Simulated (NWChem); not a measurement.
System: BeHSF; SMILES [F][Be][SH]

Input file for NWChem:

```
start job
memory heap 200 mb stack 900 mb global 1100 mb
geometry units angstroms noautoz
  Be    -0.000130    -0.613912     0.000000
  F     -0.068158    -2.002209     0.000000
  S      0.134000     1.283106     0.000000
  H     -1.211746     1.430939     0.000000
end
basis spherical
  * library def2-svp
end
dft
  xc xpbe96 cpbe96
  iterations 150
  vectors input atomic output neutral.movecs
end
task dft energy
charge 1
dft
  odft
  mult 2
  vectors input atomic output cation.movecs
end
task dft energy
```

NWChem printed, in part:

```
             Northwest Computational Chemistry Package (NWChem) 7.3.0
             --------------------------------------------------------

 CS  symmetry detected

                             Geometry "geometry" -> ""
                             -------------------------

 Output coordinates in angstroms (scale by  1.889725989 to convert to a.u.)

  No.       Tag          Charge          X              Y              Z
 ---- ---------------- ---------- -------------- -------------- --------------
    1 Be                   4.0000     0.02116523    -0.66316481     0.00000000
    2 F                    9.0000     0.01995725    -2.05312700     0.00000000
    3 S                   16.0000     0.06394240     1.23810800     0.00000000
    4 H                    1.0000    -1.28735457     1.32107431     0.00000000

 Effective nuclear repulsion energy (a.u.)      63.1255815829

      Symmetry information
      --------------------

 Group name             Cs
 Group number              2
 Group order               2
 No. of unique centers     4

  pbe96 is a nonlocal functional; adding pw91lda local functional.

                                 NWChem DFT Module
                                 -----------------

 Summary of "ao basis" -> "ao basis" (spherical)
 ------------------------------------------------------------------------------
       Tag                 Description            Shells   Functions and Types
 ---------------- ------------------------------  ------  ---------------------
 Be                         def2-svp                 5        9   3s2p
 F                          def2-svp                 6       14   3s2p1d
 S                          def2-svp                 8       18   4s3p1d
 H                          def2-svp                 3        5   2s1p

      Symmetry analysis of basis
      --------------------------

        a'         34
        a"         12

            General Information
            -------------------
          SCF calculation type: DFT
          Wavefunction type:  closed shell.
          No. of atoms     :     4
          No. of electrons :    30
           Alpha electrons :    15
            Beta electrons :    15
          Charge           :     0
          Spin multiplicity:     1
          Use of symmetry is: on ; symmetry adaption is: on
          Maximum number of iterations: 150
          AO basis - number of functions:    46
                     number of shells:    22
          Convergence on energy requested:  1.00D-06
          Convergence on density requested:  1.00D-05
          Convergence on gradient requested:  5.00D-04

              XC Information
              --------------
          PerdewBurkeErnzerhof Exchange Functional  1.000
            Perdew 1991 LDA Correlation Functional  1.000 local
           PerdewBurkeErnz. Correlation Functional  1.000 non-local

             Grid Information
             ----------------
          Grid used for XC integration:  medium
          Radial quadrature: Mura-Knowles
          Angular quadrature: Lebedev.
          Tag              B.-S. Rad. Rad. Pts. Rad. Cut. Ang. Pts.
          ---              ---------- --------- --------- ---------
          Be                  1.05       49           8.0       434
          F                   0.50       49          10.0       434
          S                   1.00       88           8.0       590
          H                   0.35       45          10.0       434
          Grid pruning is: on
          Number of quadrature shells:   231
          Spatial weights used:  Erf1

      Superposition of Atomic Density Guess
      -------------------------------------

 Sum of atomic energies:        -511.69283570

      Non-variational initial energy
      ------------------------------

 Total energy =    -512.145657
 1-e energy   =    -832.847755
 2-e energy   =     257.576516
 HOMO         =      -0.335945
 LUMO         =      -0.018940

      Symmetry analysis of molecular orbitals - initial
      -------------------------------------------------

  Numbering of irreducible representations:

     1 a'          2 a"

  Orbital symmetries:

     1 a'          2 a'          3 a'          4 a'          5 a'
     6 a"          7 a'          8 a'          9 a'         10 a'
    11 a'         12 a"         13 a'         14 a'         15 a"
    16 a'         17 a'         18 a"         19 a'         20 a'
    21 a'         22 a"         23 a'         24 a'         25 a'

   convergence    iter        energy       DeltaE   RMS-Dens  Diis-err
 ---------------- ----- ----------------- --------- --------- ---------
 d= 0,ls=0.0,diis     1   -512.8915098894 -5.76D+02  3.42D-02  6.49D-01
 d= 0,ls=0.0,diis     2   -512.5285705260  3.63D-01  2.18D-02  4.88D+00
 d= 0,ls=0.0,diis     3   -512.9737753961 -4.45D-01  4.99D-03  2.52D-02
 d= 0,ls=0.0,diis     4   -512.9749942428 -1.22D-03  2.73D-03  1.53D-02
 d= 0,ls=0.0,diis     5   -512.9775922624 -2.60D-03  4.65D-04  4.00D-04
  Resetting Diis
 d= 0,ls=0.0,diis     6   -512.9776535407 -6.13D-05  7.33D-05  1.63D-05
 d= 0,ls=0.0,diis     7   -512.9776557157 -2.17D-06  4.71D-05  1.17D-06
 d= 0,ls=0.0,diis     8   -512.9776554787  2.37D-07  2.53D-05  3.48D-06
 d= 0,ls=0.0,diis     9   -512.9776558876 -4.09D-07  5.37D-06  1.16D-07

         Total DFT energy =     -512.977655887585
      One electron energy =     -835.036542259982
           Coulomb energy =      298.049927178800
    Exchange-Corr. energy =      -39.116622389292
 Nuclear repulsion energy =       63.125581582890

 Numeric. integr. density =       30.000004635289

                  Occupations of the irreducible representations
                  ----------------------------------------------

                     irrep           alpha         beta
                     --------     --------     --------
                     a'               12.0         12.0
                     a"                3.0          3.0

                       DFT Final Molecular Orbital Analysis
                       ------------------------------------

 Vector   13  Occ=2.000000D+00  E=-3.578188D-01  Symmetry=a'
              MO Center= -3.7D-02, -1.7D+00,  4.7D-16, r^2= 1.5D+00
   Bfn.  Coefficient  Atom+Function         Bfn.  Coefficient  Atom+Function
  ----- ------------  ---------------      ----- ------------  ---------------
    13      0.611922  2 F  px                16     -0.420833  2 F  px
     4      0.134277  1 Be px                34      0.114006  3 S  px
    42     -0.112533  4 H  s                 31      0.090883  3 S  px
    43     -0.079538  4 H  s                 32     -0.065807  3 S  py
     7     -0.063083  1 Be px                35     -0.061945  3 S  py

 Vector   14  Occ=2.000000D+00  E=-3.018619D-01  Symmetry=a'
              MO Center=  6.5D-02,  1.1D+00, -1.2D-15, r^2= 1.7D+00
   Bfn.  Coefficient  Atom+Function         Bfn.  Coefficient  Atom+Function
  ----- ------------  ---------------      ----- ------------  ---------------
    35      0.419584  3 S  py                32      0.376975  3 S  py
    27      0.262007  3 S  s                  5      0.253636  1 Be py
     2     -0.248360  1 Be s                 29      0.217449  3 S  py
    26      0.214174  3 S  s                 34      0.160740  3 S  px
    25     -0.149863  3 S  s                 31      0.138475  3 S  px

 Vector   15  Occ=2.000000D+00  E=-2.399888D-01  Symmetry=a"
              MO Center=  3.8D-02,  1.0D+00,  1.5D-15, r^2= 1.8D+00
   Bfn.  Coefficient  Atom+Function         Bfn.  Coefficient  Atom+Function
  ----- ------------  ---------------      ----- ------------  ---------------
    36      0.617166  3 S  pz                33      0.432633  3 S  pz
    30      0.249387  3 S  pz                 6     -0.131671  1 Be pz
    15      0.105272  2 F  pz                18     -0.096073  2 F  pz
     9      0.067486  1 Be pz                38     -0.026940  3 S  d -1

 Vector   16  Occ=0.000000D+00  E=-4.172324D-02  Symmetry=a'
              MO Center=  5.4D-02, -7.4D-02, -8.6D-15, r^2= 5.5D+00
   Bfn.  Coefficient  Atom+Function         Bfn.  Coefficient  Atom+Function
  ----- ------------  ---------------      ----- ------------  ---------------
     3      1.018190  1 Be s                 27     -0.727894  3 S  s
    43      0.498229  4 H  s                 34      0.329809  3 S  px
    26     -0.252270  3 S  s                 35      0.234452  3 S  py
    12     -0.214782  2 F  s                  8      0.181643  1 Be py
     4     -0.177101  1 Be px                42      0.176779  4 H  s

 Vector   17  Occ=0.000000D+00  E=-3.100253D-02  Symmetry=a'
              MO Center= -6.0D-01, -4.8D-01,  1.9D-16, r^2= 3.3D+00
   Bfn.  Coefficient  Atom+Function         Bfn.  Coefficient  Atom+Function
  ----- ------------  ---------------      ----- ------------  ---------------
     4      0.523951  1 Be px                 7     -0.499794  1 Be px
     3      0.475756  1 Be s                 43     -0.425926  4 H  s
    35      0.263066  3 S  py                42     -0.235920  4 H  s
    13     -0.215429  2 F  px                16      0.211530  2 F  px
     2      0.176658  1 Be s                 34     -0.119239  3 S  px

 Vector   18  Occ=0.000000D+00  E=-3.608147D-03  Symmetry=a"
              MO Center=  2.1D-02, -5.5D-01,  8.4D-15, r^2= 3.6D+00
   Bfn.  Coefficient  Atom+Function         Bfn.  Coefficient  Atom+Function
  ----- ------------  ---------------      ----- ------------  ---------------
     9     -0.596154  1 Be pz                 6      0.584605  1 Be pz
    36      0.378025  3 S  pz                15     -0.240134  2 F  pz
    18      0.228929  2 F  pz                33      0.192566  3 S  pz
    30      0.104981  3 S  pz                38      0.079646  3 S  d -1

     Multipole analysis of the density
     ---------------------------------

     L   x y z        total         alpha         beta         nuclear
     -   - - -        -----         -----         ----         -------
     0   0 0 0     -0.000000    -15.000000    -15.000000     30.000000

     1   1 0 0     -0.372645     -0.186322     -0.186322      0.000000
     1   0 1 0      0.225931      0.112965      0.112965      0.000000
     1   0 0 1     -0.000000     -0.000000     -0.000000      0.000000

     2   2 0 0    -15.255942    -10.713507    -10.713507      6.171072
     2   1 1 0     -1.245651      0.910816      0.910816     -3.067282
     2   1 0 1     -0.000000     -0.000000     -0.000000      0.000000
     2   0 2 0    -22.079122   -128.829233   -128.829233    235.579343
     2   0 1 1     -0.000000     -0.000000     -0.000000      0.000000
     2   0 0 2    -17.934119     -8.967060     -8.967060      0.000000

                                 NWChem DFT Module
                                 -----------------

      Symmetry analysis of basis
      --------------------------

        a'         34
        a"         12

            General Information
            -------------------
          SCF calculation type: DFT
          Wavefunction type:  spin polarized.
          No. of atoms     :     4
          No. of electrons :    29
           Alpha electrons :    15
            Beta electrons :    14
          Charge           :     1
          Spin multiplicity:     2
          Use of symmetry is: on ; symmetry adaption is: on
          Maximum number of iterations: 150
          AO basis - number of functions:    46
                     number of shells:    22
          Convergence on energy requested:  1.00D-06
          Convergence on density requested:  1.00D-05
          Convergence on gradient requested:  5.00D-04

              XC Information
              --------------
          PerdewBurkeErnzerhof Exchange Functional  1.000
            Perdew 1991 LDA Correlation Functional  1.000 local
           PerdewBurkeErnz. Correlation Functional  1.000 non-local

             Grid Information
             ----------------
          Grid used for XC integration:  medium
          Radial quadrature: Mura-Knowles
          Angular quadrature: Lebedev.
          Tag              B.-S. Rad. Rad. Pts. Rad. Cut. Ang. Pts.
          ---              ---------- --------- --------- ---------
          Be                  1.05       49           8.0       434
          F                   0.50       49          10.0       434
          S                   1.00       88           8.0       590
          H                   0.35       45          10.0       434
          Grid pruning is: on
          Number of quadrature shells:   231
          Spatial weights used:  Erf1

      Superposition of Atomic Density Guess
      -------------------------------------

 Sum of atomic energies:        -511.69283570

 Renormalizing density from      30.00 to     29

      Non-variational initial energy
      ------------------------------

 Total energy =    -501.269637
 1-e energy   =    -805.086163
 2-e energy   =     240.690945
 HOMO         =      -0.706214
 LUMO         =      -0.293358

   Symmetry analysis of molecular orbitals - initial alpha
   -------------------------------------------------------

  Numbering of irreducible representations:

     1 a'          2 a"

  Orbital symmetries:

     1 a'          2 a'          3 a'          4 a'          5 a'
     6 a"          7 a'          8 a'          9 a'         10 a'
    11 a'         12 a"         13 a'         14 a'         15 a"
    16 a'         17 a'         18 a"         19 a'         20 a'
    21 a'         22 a"         23 a'         24 a'         25 a'

   Symmetry analysis of molecular orbitals - initial beta
   ------------------------------------------------------

  Numbering of irreducible representations:

     1 a'          2 a"

  Orbital symmetries:

     1 a'          2 a'          3 a'          4 a'          5 a'
     6 a"          7 a'          8 a'          9 a'         10 a'
    11 a'         12 a"         13 a'         14 a'         15 a"
    16 a'         17 a'         18 a"         19 a'         20 a'
    21 a'         22 a"         23 a'         24 a'         25 a'

[...]
```

Level: PBE/def2-SVP, vertical spin-unrestricted ions. The geometry was optimised at PBE0/def2-SVP.
